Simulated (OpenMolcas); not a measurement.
Ni3+ in a ligand field

Ni3+ with 6 ligands (fluoride) in octahedral coordination (Oh) at 1.91 Å. A charge of +0.5 e stands 3.2 Å behind each ligand. Ligand basis ANO-RCC-VDZP.

| Item | Value |
| --- | --- |
| Program | OpenMolcas |
| Method | CASSCF |
| Basis | ANO-RCC-VTZP [6s5p3d2f1g] |
| Scalar Hamiltonian | DKH2, point nucleus |
| Active space | 7 electrons in 5 orbitals (3d) |
| State averaging | 2S+1 = 4 even, 10 roots; 2S+1 = 2 even, 40 roots |
| Spin-orbit coupling | RASSI with atomic mean-field integrals over the reference wave functions |

The lowest spin-free states (labels of O, the rotations of Oh), above the lowest:

| State | Degeneracy | E (cm-1) | Free-ion L (%) |
| --- | --- | --- | --- |
| 4T1 | 3 | 0.0 | F (97) |
| 4T2 | 3 | 8164 | F (100) |
| 2E | 2 | 14153 | G (60) |
| 4A2 | 1 | 17805 | F (100) |
| 2T2 | 3 | 21450 | G (79) |
| 2T1 | 3 | 21762 | G (71) |
| 4T1 | 3 | 26725 | P (97) |
| 2T1 | 3 | 27644 | P (65) |
| 2A1 | 1 | 28836 | G (100) |
| 2T2 | 3 | 31513 | H (61) |
| 2T1 | 3 | 33674 | H (76) |
| 2E | 2 | 36288 | H (65) |
| 2T2 | 3 | 39909 | D (65) |
| 2T1 | 3 | 40833 | H (62) |
| 2E | 2 | 41621 | D (44) |
| 2T2 | 3 | 51062 | F (91) |
| 2T1 | 3 | 53453 | F (87) |
| 2A2 | 1 | 54378 | F (100) |
| 2T2 | 3 | 80025 | D (90) |
| 2E | 2 | 80536 | D (99) |

The lowest levels with spin-orbit coupling:

```csv
E (cm-1),Degeneracy,Label,2S+1,g
0.0,2,Γ6,4,4.43 4.43 4.43
473.6,4,Γ8,4,
1249,4,Γ8,4,
1392,2,Γ7,4,0.88 0.88 0.88
8892,2,Γ6,4,2.50 2.50 2.50
8964,4,Γ8,4,
9088,4,Γ8,4,
9360,2,Γ7,4,2.80 2.80 2.80
15025,4,Γ8,2,
18733,4,Γ8,4,
21967,4,Γ8,2,
22733,2,Γ7,2,1.06 1.06 1.06
22753,4,Γ8,2,
23023,2,Γ6,2,1.00 1.00 1.00
26953,4,Γ8,4 (61 %),
27259,2,Γ7,4,2.56 2.56 2.56
27273,4,Γ8,4,
27765,2,Γ6,4 (71 %),2.25 2.25 2.25
28959,2,Γ6,2 (77 %),1.90 1.90 1.90
29136,4,Γ8,2 (62 %),
```

Powder χT (cm3 K/mol): 1.85 at 2 K, 1.91 at 10 K, 2.21 at 50 K, 2.58 at 100 K, 3.15 at 200 K, 3.42 at 300 K. The effective moment at 300 K is 2.828 √(χT) = 5.23 μB.

The lowest level has 2S+1 = 4, for which the spin-only value is χT = S(S+1) / 2 = 1.875 cm3 K/mol (g = 2). The computed 3.424 at 300 K differs by +1.549, through orbital momentum, spin-orbit coupling and any other state in reach. With a threefold ground state the orbital momentum is unquenched, so the spin-only value is not expected to hold.

Metal share of the active 3d orbitals (Löwdin): 91, 91, 98, 98, 98 %; Mulliken charge of the metal 1.98.

A least-squares ligand-field fit to the states below 45000 cm-1, each weighted by its degeneracy and with a free common offset, gives 10Dq = 9961 cm-1, B = 1312 cm-1 and C = 4937 cm-1 (C/B = 3.76), with an rms deviation of 302 cm-1.

The same method and metal basis give the free ion B = 1428 cm-1 (fit to its terms below 60000 cm-1, rms deviation 19 cm-1), so the nephelauxetic ratio is β = 1312 / 1428 = 0.92; it hangs on how both fits weigh the states, and computed free-ion B values tend to be too large, so β mixes covalency with correlation.

An orbital triplet at a regular site is open to Jahn-Teller coupling, which can distort the site and quench the lowest spin-orbit gaps and is left out. Without dynamic correlation the repulsion within the d shell is too large (B by tens of per cent), so at a given field states of lower spin stand too high. This shell can be high or low spin here, a state of another spin lies low, and with metal d orbitals alone active their balance is uncertain, so the ground spin may be wrong. Ligand-to-metal charge-transfer states are missing. With no ligand orbital active B as a rule stays too high, so bands that hang on it stand too high and its fall with covalency is understated. With metal d orbitals alone and no dynamic correlation the field as a rule comes out too small, by tens of per cent, by up to half for chloride and softer ligands, and with too little covalency χT stands high. No measured value stands beside these numbers; the geometry was imposed, not optimised, and the real ion may take another.
